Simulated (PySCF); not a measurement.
Simulation results for BClH$_{4}$Si$_{2}$, BClH$_{3}$NSi, BClH$_{2}$OSi

All values are calculated (PySCF 2.14.0). Calculation on a computer-drawn molecule: optimised geometry and harmonic frequencies of an isolated molecule of the commonest isotopes, restricted reference for singlets and unrestricted otherwise, frozen core in MP2.

Common to all runs: charge 0; multiplicity 1; basis cc-pV(D+d)Z.

(1) BClH$_{4}$Si$_{2}$

Start structure:
```xyz
8
BClH4Si2
Si     0.2934    -3.0960    -1.2347
B      0.3388    -1.2740    -0.7987
Si    -1.1893    -0.3035    -0.2010
Cl     1.7091    -0.4121    -1.5832
H      0.6085    -4.5218    -0.9269
H     -0.9675     0.7122     0.8847
H     -2.2497    -1.2084     0.3747
H     -1.9397     0.4760    -1.2592
```

Settings of this run: method HF.

Results for BClH$_{4}$Si$_{2}$: rotational constants 3.014, 2.36, 1.361 GHz; total energy -1064.3452 hartree; convergence status largest gradient component 1.977e-05 hartree/bohr.

Drawn bonds:
```
atom  other atom  order
   1           2      1
   2           3      1
   2           4      1
   1           5      1
   3           6      1
   3           7      1
   3           8      1
```

Optimised structure:
```xyz
8
BClH4Si2
Si     0.1935    -3.3760    -1.6497
B      0.2028    -1.4114    -1.1309
Si    -1.2809    -0.3494    -0.1944
Cl     1.6720    -0.4950    -1.5835
H      0.7605    -3.7586    -0.2942
H     -0.7377     0.2936     1.0262
H     -2.4131    -1.2279     0.1951
H     -1.7935     0.6969    -1.1129
```

Modes:
```
frequency (cm⁻¹)  reduced mass (dalton)
            64.5                  1.049
           87.02                  7.726
           157.7                  6.247
             245                  2.157
             333                  1.152
           363.7                  9.318
           514.9                  1.109
           589.5                  1.344
           720.7                  1.588
           814.3                  6.958
           881.7                   6.18
           990.9                  1.154
            1018                  1.044
            1029                  1.036
            2134                  1.041
            2291                  1.046
            2301                  1.039
            2306                  1.034
```

(2) BClH$_{3}$NSi

Start structure:
```xyz
7
BClH3NSi
Si     2.5064     2.2425    -1.1219
N      1.2739     1.1459    -1.7264
B      0.4162     0.3862    -0.9465
Cl     0.5615     0.4839     0.7693
H      2.9228     2.6529    -2.5328
H      1.1472     1.0303    -2.7966
H     -0.4353    -0.3045    -1.3984
```

Settings of this run: method HF.

The calculation gives: rotational constants 11.37, 2.361, 1.955 GHz; total energy -829.3888 hartree; convergence status largest gradient component 3.06e-05 hartree/bohr.

Drawn bonds:
```
atom  other atom  order
   1           2      1
   2           3      1
   3           4      1
   1           5      1
   2           6      1
   3           7      1
```

Optimised structure:
```xyz
7
BClH3NSi
Si     2.5533     2.2791    -1.1989
N      1.2869     1.1739    -1.7078
B      0.4065     0.3861    -0.9328
Cl     0.4610     0.4031     0.8452
H      2.9506     2.6530    -2.6190
H      1.1414     1.0629    -2.6956
H     -0.4071    -0.3210    -1.4444
```

Modes:
```
frequency (cm⁻¹)  reduced mass (dalton)
           160.5                  15.62
           201.4                  2.525
           306.8                  1.161
           485.1                   6.52
           686.1                  7.535
           783.8                  1.169
             835                  2.639
           960.4                   1.44
             969                  1.278
            1134                  1.188
            1336                  2.311
            1435                  1.816
            2105                  1.043
            2764                  1.097
            3787                  1.075
```

(3) BClH$_{3}$NSi

Start structure:
```xyz
7
BClH3NSi
Si     2.5533     2.2791    -1.1989
N      1.2869     1.1739    -1.7078
B      0.4065     0.3861    -0.9328
Cl     0.4610     0.4031     0.8452
H      2.9506     2.6530    -2.6190
H      1.1414     1.0629    -2.6956
H     -0.4071    -0.3210    -1.4444
```

Settings of this run: method MP2.

Results for BClH$_{3}$NSi: rotational constants 11.04, 2.397, 1.969 GHz; total energy -829.8579 hartree; convergence status largest gradient component 1.952e-05 hartree/bohr.

Drawn bonds:
```
atom  other atom  order
   1           2      1
   2           3      1
   3           4      1
   1           5      1
   2           6      1
   3           7      1
```

Optimised structure:
```xyz
7
BClH3NSi
Si     2.5576     2.2825    -1.1787
N      1.2841     1.1716    -1.7218
B      0.4011     0.3810    -0.9243
Cl     0.4800     0.4200     0.8395
H      2.9553     2.6570    -2.6027
H      1.1338     1.0567    -2.7256
H     -0.4193    -0.3317    -1.4398
```

Modes:
```
frequency (cm⁻¹)  reduced mass (dalton)
           150.3                  15.71
           181.2                  2.762
           303.8                  1.126
           459.8                  6.499
           671.7                   6.65
           760.6                  1.166
           822.6                  2.451
           898.6                  1.429
           916.1                  1.312
            1069                  1.143
            1270                  1.581
            1326                  3.454
            2077                  1.043
            2696                  1.097
            3588                  1.076
```

(4) BClH$_{2}$OSi

Start structure:
```xyz
6
BClH2OSi
Si    -0.1030     0.3964     2.3092
O     -0.1896    -0.7647     1.2803
B     -0.5777    -1.6903     0.3954
Cl    -2.0850    -2.5159     0.6634
H      0.5687    -0.3615     3.3597
H      0.1463    -2.1166    -0.4093
```

Here we set method HF.

Results for BClH$_{2}$OSi: rotational constants 18.83, 1.894, 1.748 GHz; total energy -849.2360 hartree; convergence status largest gradient component 1.055e-05 hartree/bohr.

Drawn bonds:
```
atom  other atom  order
   1           2      1
   2           3      1
   3           4      1
   1           5      1
   3           6      1
```

Optimised structure:
```xyz
6
BClH2OSi
Si    -0.1490     0.4320     2.3448
O     -0.1402    -0.8661     1.3016
B     -0.5542    -1.7641     0.4138
Cl    -2.1590    -2.5175     0.5986
H      0.6450    -0.2397     3.4519
H      0.1170    -2.0972    -0.5120
```

Modes:
```
frequency (cm⁻¹)  reduced mass (dalton)
           42.63                  16.64
           86.23                  2.315
           221.7                  1.304
           401.1                  13.09
           701.5                  8.534
           828.5                  4.443
           912.6                  1.523
             942                  1.146
            1197                  1.235
            1436                  9.713
            2119                  1.045
            2790                  1.096
```
